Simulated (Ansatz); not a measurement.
CH7FN2Si, SMILES [Si@H](NC)(F)N.

Geometry optimised at r2SCAN-D4/def2-SVP. The structure was generated by enumeration; whether it is a known compound was not checked. The values are those of a single conformer.

Two levels are set side by side: PBE/def2-SVPD (Ansatz, a program for electronic structure) and PBE0/def2-SVPD (Ansatz). Energy differences of separate SCF runs at the same geometry; the states with an electron removed or added have multiplicity 2 and 2. Differences are taken from unrounded values.

```tsv
quantity	PBE0
vertical ionisation energy (eV)	9.34
vertical singlet–triplet gap (eV)	6.30
```

**Question.** What does PBE give, and how far is it from PBE0? (Estimate from the structure and the level; the computed values follow.)

**Answer.** 
| quantity | PBE | PBE minus PBE0 |
|---|---|---|
| vertical ionisation energy (eV) | 9.00 | -0.35 |
| vertical singlet–triplet gap (eV) | 5.99 | -0.31 |
